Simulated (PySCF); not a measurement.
H₄N, charge +1. Atoms are numbered in the order given.

```xyz
5

N      0.0000     0.0000     0.0000
H      0.5912    -0.5912     0.5912
H     -0.5912    -0.5912    -0.5912
H     -0.5912     0.5912     0.5912
H      0.5912     0.5912    -0.5912
```
Charge +1, spin multiplicity 1.

Coordinates come from a r2SCAN-D4/def2-TZVPD optimisation.

These are PBE0/pcSseg-2 (PySCF) values and carry that method's errors.

GIAO shieldings, no solvent; atoms alike by connectivity are averaged. δ = σ(ref) − σ: ¹⁵N against NH3 (σ = 263.3 ppm); ¹H against TMS (σ = 31.54 ppm), references at their B3LYP-D3(BJ)/def2-TZVP geometries, non-relativistic.

```csv
nucleus,atoms,count,δ (ppm)
¹⁵N,N1,1,27.7
¹H,"H2, H3, H4, H5",4,5.04
```
